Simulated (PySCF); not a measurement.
## Electric field gradients and quadrupole coupling constants

C4H9FO3Si.
SMILES with atom numbers: `[CH3:1][O:2][SiH2:3][O:4]/[C:5](=[CH:6]/[F:7])[O:8][CH3:9]` (hydrogens: H10, H11, H12 on C1; H13, H14 on Si3; H15 on C6; H16, H17, H18 on C9)

Structure used (GFN2-xTB), in Å, numbered top down from 1:
```xyz
18
C4H9FO3Si angstrom
C      3.5785    0.0240    0.1316
O      2.5475    0.5111    0.9434
Si     1.0251    0.9092    0.6069
O      0.3539   -0.4434   -0.0695
C     -0.9416   -0.5686   -0.3521
C     -1.3593   -1.7054   -0.9094
F     -2.6498   -1.9688   -1.2450
O     -1.6414    0.5358   -0.0028
C     -3.0379    0.5709   -0.2258
H      3.2298   -0.7960   -0.4982
H      3.9676    0.8220   -0.5050
H      4.3752   -0.3344    0.7846
H      0.5235    1.1683    1.9415
H      0.8962    1.9964   -0.3610
H     -0.6920   -2.5170   -1.1359
H     -3.3633    1.5419    0.1421
H     -3.2725    0.4818   -1.2887
H     -3.5482   -0.2218    0.3250
```

Field gradients from the PBE0/pcSseg-1 density (PySCF, non-relativistic), principal values in atomic units, ordered |Vxx| ≤ |Vyy| ≤ |Vzz|:

```tsv
atom	Vxx	Vyy	Vzz
O2	-0.6192	-1.1164	1.7356
O4	-0.5573	-1.0771	1.6343
O8	-0.1717	-1.7282	1.8999
```

**Question.** Find the asymmetry η = (Vxx − Vyy)/Vzz and the couplings χ = eQV/h (234.96 MHz × Q in barn × V in au), with Q(17O) = −0.0256 b.

**Answer.** 
```
atom         environment  nucleus     η  χzz (MHz)  χxx (MHz)  χyy (MHz)
  O2  silyl ether oxygen      17O  0.29     -10.44       3.72       6.72
  O4  silyl ether oxygen      17O  0.32      -9.83       3.35       6.48
  O8        ether oxygen      17O  0.82     -11.43       1.03      10.40
```

The tensor is traceless: Vxx + Vyy + Vzz = 0.

**Question.** What is Vzz at O2 in SI units (1 au = 9.71736 × 10²¹ V/m²)?

**Answer.** 1.7356 au = 16.865 × 10²¹ V/m².

**Question.** And the gradient at the other heavy atoms, for which no coupling is worked out here?

**Answer.** 
```tsv
atom	environment	Vzz (au)	η
C1	methoxy carbon	0.432	0.04
Si3	oxygen-bound silicon	-0.583	0.79
C5	vinylic carbon bearing oxygen	0.281	0.45
C6	vinylic C–F carbon	0.533	0.07
F7	vinyl fluorine	3.116	0.01
C9	methoxy carbon	0.491	0.03
```

Were the hydrogens deuterons (Q(2H) = 0.00286 b), χzz would run from 106 kHz (H14) to 225 kHz (H15).

One conformer (not necessarily the lowest) at the GFN2-xTB geometry, without solvent, vibrations or thermal averaging. GFN2-xTB bond lengths can be off by several hundredths of an ångström, more for odd bonds, and the gradients follow them. These gradients aren't converged with respect to the basis.
